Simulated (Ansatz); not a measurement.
Geometry optimisation, Ansatz, RKS r2SCAN/def2-SVP.

input.yaml

```yaml
crystal:
  periodic: [false, false, false]
  atoms:
    - { symbol: Ga, position_ang: [0.024054, 0.254164, -0.026942] }
    - { symbol: H, position_ang: [-0.108209, 0.30257, 1.528441] }
    - { symbol: Cl, position_ang: [1.920125, 0.328362, -1.014869] }
    - { symbol: Cl, position_ang: [-1.688804, 0.079725, -1.298883] }
    - { symbol: "N", position_ang: [0.037476, -2.520712, 1.39301] }
    - { symbol: H, position_ang: [-0.675772, -2.699271, 0.680977] }
    - { symbol: H, position_ang: [0.958997, -2.566605, 0.950146] }
    - { symbol: H, position_ang: [-0.098467, -1.556332, 1.75782] }
basis:
  gaussian: { orbitals: def2-SVP }
hamiltonian:
  xc: r2scan
relax:
  f_tol: 0.03
  max_steps: 50
```

Run as:

```bash
$ ansatz run input.yaml --threads 4 --pin off --max-ram 5120MiB --backend cpu --events-out ev --progress --plain --runs-dir out
```

Where does it end, and by what steps?

It converged. After 13 steps the energy has fallen by 1.330 eV; N5 moved furthest, 0.69 Å. Joined: Ga1–N5 (3.12 → 2.10 Å).

```csv
step,energy less start (eV),largest force component (eV/Å),accepted
0,0.0000,1.009,yes
1,-0.1136,0.905,yes
2,-0.1727,1.773,yes
3,-0.2636,1.624,yes
4,-0.3860,1.246,yes
5,-0.4915,1.137,yes
6,-0.7184,2.227,yes
7,-1.0862,2.125,yes
8,-1.2998,0.881,yes
9,-1.2915,0.296,no
10,-1.3289,0.071,yes
11,-1.3299,0.034,yes
12,-1.3299,0.057,no
13,-1.3300,0.013,yes
```

```xyz
8
Properties=species:S:1:pos:R:3
Ga 0.005 0.000 0.257
H -0.170 0.939 1.479
Cl 1.944 -0.074 -0.759
Cl -1.680 -0.292 -1.108
N 0.057 -1.976 0.964
H -0.696 -2.488 0.497
H 0.949 -2.381 0.667
H -0.039 -2.107 1.973
```

Whether the end is a true minimum wasn't checked by a vibrational analysis.

Time of the run: 27 s on 4 threads of Arm Neoverse V2, with other jobs on the host, peak memory 0.18 GiB.
